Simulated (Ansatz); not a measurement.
Ansatz (an electronic-structure program) input for C₂H₈SSi, SMILES [SiH](C)(S)C, PBE-D3(BJ)/def2-SVP. 

Ansatz 0.2 input:
```yaml
crystal:
  periodic: [false, false, false]
  atoms:
    - {symbol: Si, position_ang: [-0.39602171, 0.41247757, 0.00000000]}
    - {symbol: C, position_ang: [-1.23107395, -0.25647014, -1.54786242]}
    - {symbol: C, position_ang: [-1.23107396, -0.25647014, 1.54786242]}
    - {symbol: S, position_ang: [1.72587271, -0.05110078, 0.00000000]}
    - {symbol: H, position_ang: [-0.41432575, 1.90339562, 0.00000000]}
    - {symbol: H, position_ang: [-1.17797497, -1.35726544, -1.57442999]}
    - {symbol: H, position_ang: [-0.74217891, 0.13035535, -2.45508423]}
    - {symbol: H, position_ang: [-2.29521597, 0.03234607, -1.57417352]}
    - {symbol: H, position_ang: [-0.74217892, 0.13035534, 2.45508423]}
    - {symbol: H, position_ang: [-1.17797497, -1.35726544, 1.57442997]}
    - {symbol: H, position_ang: [-2.29521598, 0.03234607, 1.57417351]}
    - {symbol: H, position_ang: [1.54829347, -1.39369943, 0.00000000]}
basis:
  gaussian:
    orbitals: def2-SVP
hamiltonian:
  xc: pbe
  dispersion: d3bj
relax: {f_tol: 0.002, max_steps: 200}
```

Log of the run:

```
WARN ansatz: RAYON_NUM_THREADS=1 ignored (pool sized by the plan → 1); use --threads N
Functional definition: PBE
integrals: 0.05 GiB planned
1181 factors; their error is unknown
mean field: 0.28 GiB planned
mean field evaluation 1: about -20887.2573 eV, gradient 7.0e1 eV
mean field evaluation 2: about -20871.5751 eV, gradient 9.6e1 eV
mean field evaluation 4: about -20899.3079 eV, gradient 5.8e0 eV
mean field evaluation 8: about -20899.4096 eV, gradient 8.4e-2 eV
mean field evaluation 16: about -20899.3412 eV, gradient 6.7e-5 eV
mean field -20899.34116386 eV, -768.0366216895 hartree, gradient 6.7e-5 eV, S^2 0.000000; 0 other end points of the search recorded, 0 dependent functions left out
the calculation of the forces begins
reference -20899.34119847 eV, -768.0366229614 hartree; 25, 25 occupied and 79, 79 virtual orbitals, 1181 factors
relax step   1: F+E_penalty+E_count = -20899.61498206 eV  Δ(F+E_penalty+E_count) = +0.000e0 eV  max|allowed force component| = 2.499e-1 eV/Å  Δτ_max = 0.0000 Å  (28 SCF iters, accepted)
these checks for a lower state are left out or cut short: starts, cluster_reference, orbital_swaps, neighbouring_geometries, increment
integrals: 0.05 GiB planned
1181 factors; their error is unknown
mean field: 0.28 GiB planned
mean field -20899.34897019 eV, -768.0369085669 hartree, gradient 2.2e-5 eV, S^2 0.000000; 0 other end points of the search recorded, 0 dependent functions left out
the calculation of the forces begins
reference -20899.34900476 eV, -768.0369098373 hartree; 25, 25 occupied and 79, 79 virtual orbitals, 1181 factors
relax step   2: F+E_penalty+E_count = -20899.62217729 eV  Δ(F+E_penalty+E_count) = -7.195e-3 eV  max|allowed force component| = 1.004e-1 eV/Å  Δτ_max = 0.0196 Å  (29 SCF iters, accepted)
these checks for a lower state are left out or cut short: starts, cluster_reference, orbital_swaps, neighbouring_geometries, increment
integrals: 0.05 GiB planned
1181 factors; their error is unknown
mean field: 0.28 GiB planned
mean field evaluation 32: about -20899.3509 eV, gradient 2.2e-5 eV
mean field -20899.35088308 eV, -768.0369788642 hartree, gradient 2.2e-5 eV, S^2 0.000000; 0 other end points of the search recorded, 0 dependent functions left out
the calculation of the forces begins
reference -20899.35091773 eV, -768.0369801378 hartree; 25, 25 occupied and 79, 79 virtual orbitals, 1181 factors
relax step   3: F+E_penalty+E_count = -20899.62355912 eV  Δ(F+E_penalty+E_count) = -1.382e-3 eV  max|allowed force component| = 2.341e-2 eV/Å  Δτ_max = 0.0275 Å  (29 SCF iters, accepted)
these checks for a lower state are left out or cut short: starts, cluster_reference, orbital_swaps, neighbouring_geometries, increment
integrals: 0.05 GiB planned
1181 factors; their error is unknown
mean field: 0.28 GiB planned
mean field -20899.35098395 eV, -768.0369825712 hartree, gradient 7.0e-6 eV, S^2 0.000000; 0 other end points of the search recorded, 0 dependent functions left out
the calculation of the forces begins
reference -20899.35101858 eV, -768.0369838440 hartree; 25, 25 occupied and 79, 79 virtual orbitals, 1181 factors
relax step   4: F+E_penalty+E_count = -20899.62373422 eV  Δ(F+E_penalty+E_count) = -1.751e-4 eV  max|allowed force component| = 1.043e-2 eV/Å  Δτ_max = 0.0070 Å  (23 SCF iters, accepted)
these checks for a lower state are left out or cut short: starts, cluster_reference, orbital_swaps, neighbouring_geometries, increment
integrals: 0.05 GiB planned
1181 factors; their error is unknown
mean field: 0.28 GiB planned
mean field -20899.35100487 eV, -768.0369833400 hartree, gradient 1.2e-5 eV, S^2 0.000000; 0 other end points of the search recorded, 0 dependent functions left out
the calculation of the forces begins
reference -20899.35103950 eV, -768.0369846128 hartree; 25, 25 occupied and 79, 79 virtual orbitals, 1181 factors
relax step   5: F+E_penalty+E_count = -20899.62373787 eV  Δ(F+E_penalty+E_count) = -3.648e-6 eV  max|allowed force component| = 2.619e-3 eV/Å  Δτ_max = 0.0010 Å  (22 SCF iters, accepted)
these checks for a lower state are left out or cut short: starts, cluster_reference, orbital_swaps, neighbouring_geometries, increment
integrals: 0.05 GiB planned
1181 factors; their error is unknown
mean field: 0.28 GiB planned
mean field -20899.35101710 eV, -768.0369837894 hartree, gradient 1.0e-5 eV, S^2 0.000000; 0 other end points of the search recorded, 0 dependent functions left out
the calculation of the forces begins
reference -20899.35105173 eV, -768.0369850623 hartree; 25, 25 occupied and 79, 79 virtual orbitals, 1181 factors
relax step   6: F+E_penalty+E_count = -20899.62373844 eV  Δ(F+E_penalty+E_count) = -5.659e-7 eV  max|allowed force component| = 1.228e-3 eV/Å  Δτ_max = 0.0006 Å  (21 SCF iters, accepted)
integrals: 0.05 GiB planned
1181 factors; their error is unknown
mean field: 0.28 GiB planned
mean field evaluation 64: about -20899.4196 eV, gradient 2.3e-1 eV
mean field -20899.35101710 eV, -768.0369837894 hartree, gradient 1.0e-5 eV, S^2 0.000000; 1 other end points of the search recorded, 0 dependent functions left out
the calculation of the forces begins
reference -20899.35105173 eV, -768.0369850623 hartree; 25, 25 occupied and 79, 79 virtual orbitals, 1181 factors
Total energy: -20899.62377307 eV, -768.0470073866 hartree
Atom 0 at    -0.393415     0.409282    -0.000000 Å, force    -0.000285     0.001109    -0.000000 eV/Å
Atom 1 at    -1.232102    -0.258618    -1.553607 Å, force    -0.000095    -0.001228     0.000069 eV/Å
Atom 2 at    -1.232102    -0.258618     1.553607 Å, force    -0.000095    -0.001228    -0.000069 eV/Å
Atom 3 at     1.734347    -0.042714     0.000000 Å, force    -0.000019    -0.000064     0.000000 eV/Å
Atom 4 at    -0.410059     1.913964     0.000000 Å, force     0.000455     0.000720     0.000000 eV/Å
Atom 5 at    -1.182888    -1.366701    -1.581121 Å, force    -0.000120     0.000439    -0.000384 eV/Å
Atom 6 at    -0.737721     0.130242    -2.465615 Å, force    -0.000080    -0.000080     0.000201 eV/Å
Atom 7 at    -2.301994     0.036175    -1.579829 Å, force     0.000236     0.000007    -0.000041 eV/Å
Atom 8 at    -0.737721     0.130242     2.465615 Å, force    -0.000080    -0.000080    -0.000201 eV/Å
Atom 9 at    -1.182888    -1.366701     1.581121 Å, force    -0.000120     0.000439     0.000384 eV/Å
Atom 10 at    -2.301994     0.036175     1.579829 Å, force     0.000236     0.000007     0.000041 eV/Å
Atom 11 at     1.549467    -1.393724     0.000000 Å, force    -0.000032    -0.000038    -0.000000 eV/Å
Dipole moment:    -0.359372    -0.236211     0.000000 e Å
```

Self-consistency was reached.

Cost: around 12 core-seconds (rough).
